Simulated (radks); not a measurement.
Values are calculated unless marked as measured or tabulated.
La2+, configuration [Xe] 5d1.

Level of theory: Dirac Kohn-Sham, PBE, spin-unpolarised, spherical densities, finite nucleus; open shells are shared between the two j in proportion to 2j + 1; Fermi nuclear charge, rms radius 4.855 fm (a radial shooting solver on a logarithmic mesh with Libxc functionals).

Energy parts (Ry):
| part | energy |
|---|---|
| total | -16993.0252 |
| kinetic | 18183.8059 |
| electron-nucleus | -41289.8884 |
| Hartree | 6520.2288 |
| exchange-correlation | -407.1715 |

Orbitals (lengths in bohr, moments of r in powers of bohr; <r^-3> diverges for s and p1/2; r(90%) holds 90 % of the orbital's charge):
orbital  occ.  eigenvalue (Ry)  <r^-3>  r(90%)  small-component weight
1s1/2       2        -2846.480       -  0.0452                4.44e-02
2s1/2       2        -453.7447       -   0.166                9.62e-03
2p1/2       2        -427.9968       -   0.148                9.65e-03
2p3/2       4        -397.6329    6682   0.156                9.09e-03
3s1/2       2        -97.78968       -   0.419                2.93e-03
3p1/2       2        -86.93128       -   0.413                2.87e-03
3p3/2       4        -81.01331    1336   0.430                2.71e-03
3d3/2       4        -61.99035   218.0   0.404                2.59e-03
3d5/2       6        -60.72431   199.0   0.409                2.55e-03
4s1/2       2        -20.49501       -   0.940                8.95e-04
4p1/2       2        -16.49884       -   0.981                8.31e-04
4p3/2       4        -15.23983   285.2    1.02                7.81e-04
4d3/2       4         -8.68774   38.40    1.15                6.40e-04
4d5/2       6         -8.46911   34.74    1.16                6.27e-04
5s1/2       2         -3.78264       -    2.23                2.00e-04
5p1/2       2         -2.69498       -    2.52                1.60e-04
5p3/2       4         -2.50840   42.02    2.63                1.48e-04
4f5/2       0         -1.25843   3.761    1.98                3.11e-04
4f7/2       0         -1.23784   3.663    2.00                3.07e-04
5d3/2     0.4         -1.09038   3.189    3.89                7.47e-05
5d5/2     0.6         -1.07251   2.868    3.94                7.27e-05
6s1/2       0         -0.99332       -    5.35                3.95e-05

The highest occupied level is 5d5/2 at -14.592 eV. The configuration is held as typed, so some empty levels lie below it. The electron density at the nucleus is 3.517e+05 e/bohr^3. For comparison, the ionisation energy in NIST's Atomic Spectra Database is 19.177 eV (measured). In exact Kohn-Sham theory the highest level is minus the ionisation energy, but local and semilocal functionals leave it too shallow, through self-interaction and a potential that decays too fast; potentials with the right tail come closer.

Beside tabulated values, note that spin-unpolarised runs miss the spin-polarisation part of the exchange energy of open shells.
